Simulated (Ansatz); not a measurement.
GeTe, SMILES `[Ge][Te]`, relaxed with RKS PBE0-D4/def2-TZVP in Ansatz 0.2.0 from a PBE-D4/def2-SVP geometry. The force threshold is 0.005 eV/Å; the program also tests the step.

The species carries charge 0 and has multiplicity 1. Te takes the def2 core potential.

Start:

```xyz
2

Ge    0.855    0.445    0.693
Te   -0.855   -0.445   -0.693
```

**Question.** How much energy does the relaxation release, and in how many steps? (An estimate is asked.)

**Answer.** Computed: 0.28 kcal/mol, in 4 steps.

**Question.** Which bonds change most? (Estimate.)

**Answer.** The calculation gave: Ge1–Te2 from 2.375 to 2.338 Å.

**Question.** Give the relaxed structure. (An estimate is asked.)

**Answer.** The calculation gave: 
```xyz
2

Ge    0.842    0.439    0.683
Te   -0.842   -0.439   -0.683
```
